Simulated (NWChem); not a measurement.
System: GeBr₂, singlet; SMILES [Br][Ge][Br]

Parts of the log:

```
             Northwest Computational Chemistry Package (NWChem) 7.3.0
             --------------------------------------------------------

 C2V symmetry detected

                             Geometry "geometry" -> ""
                             -------------------------

 Output coordinates in angstroms (scale by  1.889725989 to convert to a.u.)

  No.       Tag          Charge          X              Y              Z
 ---- ---------------- ---------- -------------- -------------- --------------
    1 Ge                  32.0000     0.00000000     0.00000000     1.02076265
    2 Br                  35.0000     1.81368700     0.00000000    -0.46663435
    3 Br                  35.0000    -1.81368700     0.00000000    -0.46663435

 Effective nuclear repulsion energy (a.u.)     684.0631548854

      Symmetry information
      --------------------

 Group name             C2v
 Group number             16
 Group order               4
 No. of unique centers     2

                                 NWChem DFT Module
                                 -----------------

 Summary of "ao basis" -> "ao basis" (spherical)
 ------------------------------------------------------------------------------
       Tag                 Description            Shells   Functions and Types
 ---------------- ------------------------------  ------  ---------------------
 Ge                          6-31g*                 12       32   5s4p3d
 Br                          6-31g*                 12       32   5s4p3d

      Symmetry analysis of basis
      --------------------------

        a1         37
        a2         13
        b1         29
        b2         17

            General Information
            -------------------
          SCF calculation type: DFT
          Wavefunction type:  closed shell.
          No. of atoms     :     3
          No. of electrons :   102
           Alpha electrons :    51
            Beta electrons :    51
          Charge           :     0
          Spin multiplicity:     1
          Use of symmetry is: on ; symmetry adaption is: on
          Maximum number of iterations: 150
          AO basis - number of functions:    96
                     number of shells:    36
          Convergence on energy requested:  1.00D-06
          Convergence on density requested:  1.00D-05
          Convergence on gradient requested:  5.00D-04

              XC Information
              --------------
                     Hartree-Fock (Exact) Exchange  1.000
                   CAM-Becke88 Exchange Functional  1.000
              Lee-Yang-Parr Correlation Functional  1.000

           Range-Separation Parameters
           ---------------------------
           Alpha           :  0.00
           Beta            :  1.00
           Gamma           :  0.33
           Short-Range HF  :     F

             Grid Information
             ----------------
          Grid used for XC integration:  medium
          Radial quadrature: Mura-Knowles
          Angular quadrature: Lebedev.
          Tag              B.-S. Rad. Rad. Pts. Rad. Cut. Ang. Pts.
          ---              ---------- --------- --------- ---------
          Ge                  1.25      112           9.0       590
          Br                  1.15      112          11.0       590
          Grid pruning is: on
          Number of quadrature shells:   224
          Spatial weights used:  Erf1

      Superposition of Atomic Density Guess
      -------------------------------------

 Sum of atomic energies:       -7219.19599354

      Non-variational initial energy
      ------------------------------

 Total energy =   -7219.477077
 1-e energy   =  -11423.043551
 2-e energy   =    3519.503319
 HOMO         =      -0.279290
 LUMO         =      -0.053279

      Symmetry analysis of molecular orbitals - initial
      -------------------------------------------------

  Numbering of irreducible representations:

     1 a1          2 a2          3 b1          4 b2

  Orbital symmetries:

     1 b1          2 a1          3 a1          4 a1          5 b1
     6 b1          7 a1          8 b1          9 b2         10 a2
    11 a1         12 a1         13 b1         14 a1         15 b2
    16 a1         17 b1         18 a1         19 b1         20 a1
    21 b2         22 b1         23 a2         24 a1         25 b1
    26 a1         27 b2         28 a1         29 b1         30 a1
    31 b2         32 a2         33 b1         34 a1         35 b2
    36 a2         37 b1         38 b1         39 a1         40 a2
    41 a1         42 b2         43 a1         44 b1         45 a1
    46 b1         47 a1         48 b2         49 a2         50 b1
    51 a1         52 b2         53 a1         54 b1         55 a1
    56 b1         57 a1         58 b2         59 b1         60 a1
    61 a1

     ---------------------------------------------
      Total Density - Mulliken Population Analysis
     ---------------------------------------------

    Atom       Charge   Shell Charges
 -----------   ------   -------------------------------------------------------
    1 Ge  32    31.04   2.00  2.00  6.00  2.00  5.99  1.53  0.83  0.43  0.16  6.89  2.96  0.24
    2 Br  35    35.48   2.00  2.00  6.00  2.00  5.99  1.57  3.97  0.38  1.56  6.97  2.93  0.12
    3 Br  35    35.48   2.00  2.00  6.00  2.00  5.99  1.57  3.97  0.38  1.56  6.97  2.93  0.12

   convergence    iter        energy       DeltaE   RMS-Dens  Diis-err
 ---------------- ----- ----------------- --------- --------- ---------
 d= 0,ls=0.0,diis     1  -7223.4497155617 -7.91D+03  1.27D-02  6.72D-01
 d= 0,ls=0.0,diis     2  -7223.4945120705 -4.48D-02  5.20D-03  3.65D-01
 d= 0,ls=0.0,diis     3  -7223.5294545377 -3.49D-02  8.00D-04  1.27D-02
 d= 0,ls=0.0,diis     4  -7223.5301733475 -7.19D-04  1.61D-04  2.84D-03
 d= 0,ls=0.0,diis     5  -7223.5302941193 -1.21D-04  1.05D-04  4.26D-05
  Resetting Diis
 d= 0,ls=0.0,diis     6  -7223.5303016056 -7.49D-06  5.02D-05  7.44D-06
 d= 0,ls=0.0,diis     7  -7223.5303036742 -2.07D-06  1.99D-05  4.08D-07
 d= 0,ls=0.0,diis     8  -7223.5303039354 -2.61D-07  8.76D-06  1.19D-07

         Total DFT energy =    -7223.530303935449
      One electron energy =   -11420.811752578124
           Coulomb energy =     3773.798621149712
    Exchange-Corr. energy =     -260.580327392392
 Nuclear repulsion energy =      684.063154885355

 Numeric. integr. density =      102.000000451161

                  Occupations of the irreducible representations
                  ----------------------------------------------

                     irrep           alpha         beta
                     --------     --------     --------
                     a1               21.0         21.0
                     a2                6.0          6.0
                     b1               16.0         16.0
                     b2                8.0          8.0

                       DFT Final Molecular Orbital Analysis
                       ------------------------------------

 Vector   49  Occ=2.000000D+00  E=-3.965634D-01  Symmetry=a2
              MO Center=  3.2D-14, -1.0D-16, -4.3D-01, r^2= 4.7D+00
   Bfn.  Coefficient  Atom+Function         Bfn.  Coefficient  Atom+Function
  ----- ------------  ---------------      ----- ------------  ---------------
    44      0.550775  2 Br py                76     -0.550775  3 Br py
    48      0.252462  2 Br py                80     -0.252462  3 Br py
    40     -0.249179  2 Br py                72      0.249179  3 Br py
    36      0.074861  2 Br py                68     -0.074861  3 Br py
    28      0.048625  1 Ge d -2              18     -0.032091  1 Ge d -2

 Vector   50  Occ=2.000000D+00  E=-3.837538D-01  Symmetry=b1
              MO Center=  2.5D-14, -4.0D-17, -4.1D-01, r^2= 4.9D+00
   Bfn.  Coefficient  Atom+Function         Bfn.  Coefficient  Atom+Function
  ----- ------------  ---------------      ----- ------------  ---------------
    43      0.477375  2 Br px                75      0.477375  3 Br px
    45      0.317430  2 Br pz                77     -0.317430  3 Br pz
    39     -0.213973  2 Br px                71     -0.213973  3 Br px
    47      0.203091  2 Br px                79      0.203091  3 Br px
    49      0.143889  2 Br pz                81     -0.143889  3 Br pz

 Vector   51  Occ=2.000000D+00  E=-3.643995D-01  Symmetry=a1
              MO Center=  1.5D-14, -1.0D-15,  2.7D-01, r^2= 4.7D+00
   Bfn.  Coefficient  Atom+Function         Bfn.  Coefficient  Atom+Function
  ----- ------------  ---------------      ----- ------------  ---------------
    45      0.457587  2 Br pz                77      0.457587  3 Br pz
    10      0.436755  1 Ge s                 13     -0.350198  1 Ge pz
    14     -0.225910  1 Ge s                 49      0.213755  2 Br pz
    81      0.213755  3 Br pz                41     -0.205178  2 Br pz
    73     -0.205178  3 Br pz                 6     -0.167381  1 Ge s

 Vector   52  Occ=0.000000D+00  E=-5.296630D-02  Symmetry=b2
              MO Center= -8.9D-16,  1.0D-15,  8.5D-01, r^2= 3.6D+00
   Bfn.  Coefficient  Atom+Function         Bfn.  Coefficient  Atom+Function
  ----- ------------  ---------------      ----- ------------  ---------------
    12      0.680180  1 Ge py                16      0.472065  1 Ge py
     8     -0.246885  1 Ge py                44     -0.236833  2 Br py
    76     -0.236833  3 Br py                48     -0.207513  2 Br py
    80     -0.207513  3 Br py                40      0.105650  2 Br py
    72      0.105650  3 Br py                 4      0.073898  1 Ge py

 Vector   53  Occ=0.000000D+00  E= 3.403303D-02  Symmetry=a1
              MO Center= -2.7D-16, -8.0D-17,  7.3D-01, r^2= 5.3D+00
   Bfn.  Coefficient  Atom+Function         Bfn.  Coefficient  Atom+Function
  ----- ------------  ---------------      ----- ------------  ---------------
    17      0.881719  1 Ge pz                13      0.585967  1 Ge pz
    10      0.546718  1 Ge s                 14     -0.472901  1 Ge s
    46      0.469713  2 Br s                 78      0.469713  3 Br s
    47     -0.461443  2 Br px                79      0.461443  3 Br px
    43     -0.274594  2 Br px                75      0.274594  3 Br px

 Vector   54  Occ=0.000000D+00  E= 4.151731D-02  Symmetry=b1
              MO Center=  4.1D-15, -1.1D-15,  9.9D-01, r^2= 5.2D+00
   Bfn.  Coefficient  Atom+Function         Bfn.  Coefficient  Atom+Function
  ----- ------------  ---------------      ----- ------------  ---------------
    15      1.010293  1 Ge px                11      0.615024  1 Ge px
    46     -0.448749  2 Br s                 78      0.448749  3 Br s
    49     -0.379533  2 Br pz                81      0.379533  3 Br pz
    45     -0.239296  2 Br pz                77      0.239296  3 Br pz
    47      0.225291  2 Br px                79      0.225291  3 Br px

     ---------------------------------------------
      Total Density - Mulliken Population Analysis
     ---------------------------------------------

    Atom       Charge   Shell Charges
 -----------   ------   -------------------------------------------------------
    1 Ge  32    31.65   2.00  2.00  6.00  2.00  5.98  1.70  1.37  0.26  0.19  6.84  2.94  0.38
    2 Br  35    35.18   2.00  2.00  6.00  2.00  5.98  1.61  3.85  0.32  1.40  6.94  2.92  0.16
    3 Br  35    35.18   2.00  2.00  6.00  2.00  5.98  1.61  3.85  0.32  1.40  6.94  2.92  0.16

     -------------------------------------------
      Total Density - Lowdin Population Analysis
     -------------------------------------------

    Atom       Charge   Shell Charges
 -----------   ------   -------------------------------------------------------
    1 Ge  32    31.77   2.00  2.00  5.99  1.99  5.87  1.27  1.30  0.49  0.60  6.63  3.08  0.54
    2 Br  35    35.11   2.00  2.00  5.99  2.00  5.90  1.27  3.50  0.58  1.86  6.70  3.08  0.25
    3 Br  35    35.11   2.00  2.00  5.99  2.00  5.90  1.27  3.50  0.58  1.86  6.70  3.08  0.25

     Multipole analysis of the density
     ---------------------------------

     L   x y z        total         alpha         beta         nuclear
     -   - - -        -----         -----         ----         -------
     0   0 0 0     -0.000000    -51.000000    -51.000000    102.000000

     1   1 0 0     -0.000000     -0.000000     -0.000000      0.000000
     1   0 1 0      0.000000      0.000000      0.000000      0.000000
     1   0 0 1      0.812214      0.406107      0.406107     -0.000000

     2   2 0 0    -42.953051   -432.617155   -432.617155    822.281258
     2   1 1 0      0.000000      0.000000      0.000000      0.000000
     2   1 0 1      0.000000      0.000000      0.000000      0.000000
     2   0 2 0    -38.475998    -19.237999    -19.237999      0.000000
     2   0 1 1     -0.000000     -0.000000     -0.000000      0.000000
     2   0 0 2    -39.077926   -106.288931   -106.288931    173.499937
```

Level: LC-BLYP (range parameter 0.33 per bohr)/6-31G* (spherical d). Low-valent species are run as closed-shell singlets; no triplet was tried in these runs. All runs use the structure optimised with PBE0/def2-SVP.

Task: Reconstruct the input file.

Result: One answer among several that fit: the input that was run:
```
start job
memory heap 200 mb stack 900 mb global 1100 mb
geometry units angstroms noautoz
  Ge     0.000000     0.000000     1.021120
  Br     1.813687     0.000000    -0.466277
  Br    -1.813687     0.000000    -0.466277
end
basis spherical
  Ge library 6-31g*
  Br library 6-31g*
end
dft
  xc xcamb88 1.00 lyp 1.0 hfexch 1.00
  cam 0.33 cam_alpha 0.0 cam_beta 1.0
  iterations 150
  mulliken
end
task dft energy
```
